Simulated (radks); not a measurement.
Values are calculated unless marked as measured or tabulated.
Removal energies from the hafnium ion Hf10+, [Kr] 4d10 4f11 5s2 5p3, by Delta-SCF beside the eigenvalue of the level emptied. Code: a radial shooting solver on a logarithmic mesh with Libxc functionals. Model: scalar-relativistic Kohn-Sham, PBE, spin-polarised, spherical densities, finite nucleus; Fermi nuclear charge, rms radius of each element as measured or else 0.836 A^(1/3) + 0.57 fm. Open shells are filled with parallel spins first.

removed from,final configuration,Delta-SCF (eV),-eigenvalue (eV)
5p,[Kr] 4d10 4f11 5s2 5p2,202.09,192.57
4f,[Kr] 4d10 4f10 5s2 5p3,213.90,198.28
5s,[Kr] 4d10 4f11 5s1 5p3,235.82,225.82
4d,[Kr] 4d9 4f11 5s2 5p3,408.69,392.44
